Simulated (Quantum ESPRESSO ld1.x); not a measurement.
Values are calculated unless marked as measured or tabulated.
One sound ld1.x (Quantum ESPRESSO 7.5) input for the zinc ion Zn+ gives E = -1795.656 hartree in 25 iterations:

```
 &input
    zed=30.0,
    iswitch=1,
    rel=1,
    dft='PBE',
    config='[Ar] 3d10 4s1',
    prefix='ld1',
    max_out_wfc=37,
    file_charge='ld1.rho',
 /
```

Changed or added lines, one case at a time, and what came of them:

- rel=3: refused. The program stops in ld1_readin with "wrong rel": rel takes 0, 1 or 2.
- tr2=1e-30: usable despite the warning. The threshold lies below the rounding noise, so the cycle runs to its limit and warns, but the energy differs from the sound run by less than 1e-5 hartree.
- beta=1.5: harmless. The Broyden-type mixing copes: 20 iterations against 25, same energy.
- config='[Ar] 3d10 4s1 8s1': refused. The program stops in el_config with "wrong main quantum number": the config string takes n from 1 to 7 alone.
- beta=0.01: not converged. So little new potential is mixed in that the limit of 200 iterations comes first; the energy is off by -0.4232 hartree.
- rmax=5000.0: harmless. The energy moves by less than 1e-5 hartree against the default mesh (-1795.656 hartree).
- atom='Zn': harmless. atom and zed name the same element, and the result equals that of the sound run.
